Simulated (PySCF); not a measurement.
Gas-phase reaction: SnO + H2O ⇌ SnH2 + O2

Computed with PySCF (xtb for GFN2) and rigid-rotor harmonic-oscillator thermochemistry at 1 bar. † marks an energy on the PBE0/def2-TZVP geometry and frequencies; other levels use their own. MP2 and CCSD(T) freeze the core. Open shells (unrestricted): O2 (multiplicity 3); the rest are closed-shell singlets. GFN2 has no spin-polarisation term. B3LYP is the form with VWN-RPA correlation. Sn: scalar-relativistic def2 core potential, no spin-orbit coupling. SnH2: computed as isolated molecules; such fragments, hydroxides, amides, oligomers or adducts are transient or little studied in the gas. MP2 isn't extrapolated to the basis-set limit; its ΔH°(298 K) is 428.6 kJ in def2-SVP and 503.9 kJ in def2-TZVPP. CCSD(T) isn't extrapolated to the basis-set limit; its ΔH°(298 K) is 380.2 kJ in def2-SVP and 442.3 kJ in def2-TZVPP. The harmonic model lacks anharmonicity and excited electronic states, which grow with temperature; levels with a mode under 35 cm⁻¹ are left out. Warning, large T1 diagnostic: SnO (CCSD(T)/def2-SVP†, CCSD(T)/def2-TZVPP†).

| level | ΔE electronic, kJ | ΔH°(298 K), kJ | ΔS°(298 K), J/K | ΔG°(1200 K), kJ |
|---|---|---|---|---|
| B3LYP/def2-TZVP† | 428 | 402 | 14 | 383 |
| BLYP/def2-TZVP† | 440 | 415 | 14 | 395 |
| CCSD(T)/def2-SVP† | 406 | 380 | 14 | 361 |
| CCSD(T)/def2-TZVPP† | 468 | 442 | 14 | 423 |
| GFN2-xTB | 607 | 581 | 14 | 560 |
| MP2/def2-SVP† | 454 | 429 | 14 | 409 |
| MP2/def2-TZVPP† | 530 | 504 | 14 | 485 |
| PBE0/def2-QZVP† | 430 | 404 | 14 | 385 |
| PBE0/def2-SVP† | 360 | 335 | 14 | 315 |
| LDA/def2-TZVP† | 461 | 435 | 14 | 416 |
| ωB97M-V/def2-TZVP† | 429 | 403 | 14 | 384 |
ΔH° is lowest at PBE0/def2-SVP† and highest at GFN2-xTB. No reference value is set beside these.
